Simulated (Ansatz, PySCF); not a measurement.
CH5N2S (SMILES NC([NH3+])=S), charge +1, singlet, at a GFN2-xTB geometry, with bond 6-1 at 2.4 times its length. Base run: CASSCF(2,4)/STO-3G run with PySCF.

Input for PySCF:
```python
from pyscf import gto, scf, mcscf
import numpy

mol = gto.M(
    atom='''
N     1.144349   -1.060362   -0.251063
C     0.119105   -0.235394   -0.050813
N    -1.237695   -0.947136   -0.141833
S     0.093242    1.340962    0.261319
H     1.064422   -2.047133   -0.442946
H     3.379548   -0.129073   -0.148739
H    -1.955910   -0.223575    0.027200
H    -1.338686   -1.685851    0.570243
H    -1.398583   -1.361652   -1.072018
''',
    basis='sto-3g',
    charge=1,
    spin=0,
    verbose=3,
)

mf = scf.RHF(mol)
mf.kernel()
mc = mcscf.CASSCF(mf, 4, 2)
mc.fix_spin_(ss=0.0)
mc.kernel()
occ = numpy.linalg.eigvalsh(mc.fcisolver.make_rdm1(mc.ci, mc.ncas, mc.nelecas))[::-1]
ss = mc.fcisolver.spin_square(mc.ci, mc.ncas, mc.nelecas)[0]
print('natural occupations', occ.round(4), ' <S^2>', round(ss, 4))
```

Programs used: Ansatz (a first-principles code), PySCF; a row that names a program was run with it.

The base run was repeated with changes; each row names its change, and settings that it needs were set with it.

```json
[
 {"change": "base", "ΔE vs base (kcal/mol)": "0.000", "natural occupations": "1.00 1.00 0.00 0.00", "<S^2> of the state": "0.00"},
 {"change": "code = ansatz", "ΔE vs base (kcal/mol)": "0.009", "natural occupations": "-", "<S^2> of the state": "-"},
 {"change": "active space = 2 electrons, 2 orbitals", "ΔE vs base (kcal/mol)": "0.002", "natural occupations": "1.00 1.00", "<S^2> of the state": "0.00"},
 {"change": "orbitals = fixed (CASCI); correction = SC-NEVPT2", "ΔE vs base (kcal/mol)": "-102.4", "natural occupations": "1.00 1.00 0.00 0.00", "<S^2> of the state": "0.00"},
 {"change": "fix_spin_ = off", "ΔE vs base (kcal/mol)": "-0.110", "natural occupations": "1.00 1.00 0.00 0.00", "<S^2> of the state": "2.00"},
 {"change": "active space = 6 electrons, 4 orbitals", "ΔE vs base (kcal/mol)": "0.002", "natural occupations": "2.00 2.00 1.00 1.00", "<S^2> of the state": "0.00"},
 {"change": "correction = SC-NEVPT2", "ΔE vs base (kcal/mol)": "-122.9", "natural occupations": "1.00 1.00 0.00 0.00", "<S^2> of the state": "0.00"},
 {"change": "active space = 4 electrons, 6 orbitals", "ΔE vs base (kcal/mol)": "-25.66", "natural occupations": "1.85 1.03 0.97 0.15 0.00 0.00", "<S^2> of the state": "0.00"},
 {"change": "solver = newton", "ΔE vs base (kcal/mol)": "0.000", "natural occupations": "1.00 1.00 0.00 0.00", "<S^2> of the state": "0.00"},
 {"change": "start = MP2 natural orbitals", "ΔE vs base (kcal/mol)": "26.15", "natural occupations": "1.35 0.65 0.00 0.00", "<S^2> of the state": "0.00"},
 {"change": "state_average = 2 states", "ΔE vs base (kcal/mol)": "19.91", "natural occupations": "-", "<S^2> of the state": "-"}
]
```

Active orbitals are taken around the Fermi level unless the row says otherwise; CASSCF can end in different local minima, and two programs can end on different orbitals. State-averaged rows give the lowest state.
